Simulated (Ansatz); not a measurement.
SiH2Me(NHMe) (C2H9NSi), relaxed as a singlet with RKS PBE0-D4/def2-SVP in Ansatz, starting from the GFN2-xTB geometry. Force threshold 0.02 eV/Å.

Start:

Cartesian coordinates in Å:
```
Si -0.135 -0.855 0.028
H -0.950 -1.247 1.184
H -0.674 -1.529 -1.171
C 1.683 -1.333 0.244
H 1.771 -2.405 0.384
H 2.124 -0.850 1.109
H 2.279 -1.069 -0.624
N -0.172 0.862 -0.019
C -1.390 1.621 -0.160
H 0.618 1.351 -0.414
H -1.683 1.758 -1.207
H -2.192 1.090 0.348
H -1.278 2.606 0.298
```

```csv
step,energy (eV),largest force component (eV/Å),SCF passes
1,-11576.1648,0.866,23
2,-11576.2311,0.310,24
3,-11576.2372,0.205,24
4 (rejected),-11576.2369,0.164,23
5,-11576.2386,0.023,23
6,-11576.2392,0.023,23
7,-11576.2397,0.025,23
8,-11576.2397,0.015,21
```

Force components are those of the run's own axes.

End:

```tsv
atom	x (Å)	y (Å)	z (Å)
Si1	-0.093	-0.850	-0.017
H2	-0.988	-1.270	1.108
H3	-0.581	-1.577	-1.243
C4	1.687	-1.352	0.288
H5	1.768	-2.445	0.389
H6	2.075	-0.887	1.206
H7	2.332	-1.049	-0.552
N8	-0.170	0.880	-0.117
C9	-1.394	1.642	-0.132
H10	0.603	1.344	-0.582
H11	-1.852	1.755	-1.135
H12	-2.145	1.153	0.509
H13	-1.242	2.656	0.277
```

By distances, no bond broke or formed. The bond that changes most is Si1–H2, from 1.47 to 1.50 Å (atoms count from 1).

No frequencies were taken in this run, so the end may be a saddle point.

Hardware: 4 threads of Intel Xeon on a shared host. Wall time 12 s.
